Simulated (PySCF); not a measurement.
Atomic charges by several schemes

C5H14Si2.
Atom-mapped SMILES: `[CH3:1][CH:2]([CH3:3])[SiH:4]1[CH2:5][SiH2:6][CH2:7]1` (hydrogens: H8, H9, H10 on C1; H11 on C2; H12, H13, H14 on C3; H15 on Si4; H16, H17 on C5; H18, H19 on Si6; H20, H21 on C7)

Cartesian coordinates in Å at the GFN2-xTB level; atoms count from 1:
```xyz
21
C5H14Si2 angstrom
C     -2.339    0.406    0.931
C     -1.431   -0.364   -0.023
C     -1.314    0.378   -1.351
Si     0.277   -0.675    0.771
C      1.581   -1.423   -0.422
Si     2.582    0.212   -0.456
C      1.394    0.883    0.892
H     -2.444   -0.123    1.876
H     -1.926    1.391    1.137
H     -3.332    0.538    0.502
H     -1.902   -1.333   -0.222
H     -2.297    0.524   -1.798
H     -0.861    1.356   -1.205
H     -0.701   -0.179   -2.056
H      0.096   -1.411    2.033
H      1.214   -1.772   -1.383
H      2.128   -2.252    0.017
H      3.984    0.098   -0.047
H      2.496    0.931   -1.730
H      1.868    0.996    1.863
H      0.919    1.836    0.671
```

Density: PBE0/pcSseg-1 (PySCF); schemes: Mulliken, IAO, Hirshfeld and ESP-fitted. Geometry: GFN2-xTB, one conformer, isolated molecule.

Problem. Do the Mulliken, IAO, Hirshfeld and ESP-fitted schemes agree on where the charge is lowest?

Solution. All schemes pick atoms of one kind: Mulliken C5 (-0.838); IAO C5 and C7 (-0.838); Hirshfeld C5 (-0.261); ESP-fitted C5 (-0.629).

Problem. At which atom do the 4 schemes differ most?

Solution. At C2: from -0.612 (Mulliken) to +0.294 e (ESP-fitted), 0.906 e apart.

Problem. For which atoms does the sign change between the 4 schemes (beyond +0.03 e in one, beyond −0.03 e in another)?

Solution. C2. Atomic charges aren't observables, and each scheme defines them in its own way.

Problem. Tabulate the Mulliken, IAO, Hirshfeld and ESP-fitted charges.

Solution. In e:

| atom | environment | Mulliken | IAO | Hirshfeld | ESP-fitted |
| --- | --- | --- | --- | --- | --- |
| C1 | methyl carbon | -0.244 | -0.412 | -0.119 | -0.518 |
| C2 | sp3 carbon bound to silicon | -0.612 | -0.360 | -0.103 | +0.294 |
| C3 | methyl carbon | -0.239 | -0.410 | -0.117 | -0.598 |
| Si4 | SiH silicon | +0.878 | +0.896 | +0.367 | +0.422 |
| C5 | sp3 carbon bound to silicon | -0.838 | -0.838 | -0.261 | -0.629 |
| Si6 | SiH2 silicon | +0.644 | +0.757 | +0.340 | +0.574 |
| C7 | sp3 carbon bound to silicon | -0.835 | -0.838 | -0.260 | -0.529 |
| H8 | methyl hydrogen | +0.119 | +0.138 | +0.038 | +0.105 |
| H9 | methyl hydrogen | +0.109 | +0.134 | +0.037 | +0.133 |
| H10 | methyl hydrogen | +0.114 | +0.137 | +0.039 | +0.140 |
| H11 | methine hydrogen | +0.140 | +0.138 | +0.036 | -0.006 |
| H12 | methyl hydrogen | +0.114 | +0.137 | +0.040 | +0.145 |
| H13 | methyl hydrogen | +0.112 | +0.132 | +0.037 | +0.163 |
| H14 | methyl hydrogen | +0.122 | +0.136 | +0.039 | +0.155 |
| H15 | Si–H hydrogen | -0.067 | -0.130 | -0.083 | -0.116 |
| H16 | methylene hydrogen | +0.160 | +0.154 | +0.031 | +0.126 |
| H17 | methylene hydrogen | +0.162 | +0.161 | +0.034 | +0.165 |
| H18 | Si–H hydrogen | -0.083 | -0.123 | -0.080 | -0.130 |
| H19 | Si–H hydrogen | -0.080 | -0.124 | -0.079 | -0.136 |
| H20 | methylene hydrogen | +0.162 | +0.162 | +0.034 | +0.137 |
| H21 | methylene hydrogen | +0.161 | +0.154 | +0.030 | +0.103 |

Mean size of the charges over all atoms: IAO 0.308 e, Mulliken 0.285 e, ESP-fitted 0.254 e, Hirshfeld 0.105 e. Each set sums to the total charge, 0, to within 0.001 e. The IAO scheme projects the occupied orbitals on a minimal set of polarised atomic orbitals and counts the electrons in each atom's part of it. The ESP scheme fits charges at the nuclei, held to the total charge, to the electrostatic potential on points at 1.4 to 2.0 times the van der Waals radii.

Problem. Sum the charges by element.

Solution. 
| element | atoms | Mulliken | IAO | Hirshfeld | ESP-fitted |
| --- | --- | --- | --- | --- | --- |
| C | 5 | -2.767 | -2.858 | -0.860 | -1.981 |
| Si | 2 | +1.523 | +1.653 | +0.707 | +0.997 |
| H | 14 | +1.245 | +1.205 | +0.153 | +0.984 |

Problem. How many electrons does the IAO scheme count on C2?

Solution. Z − q = 6 − (-0.360) = 6.360.
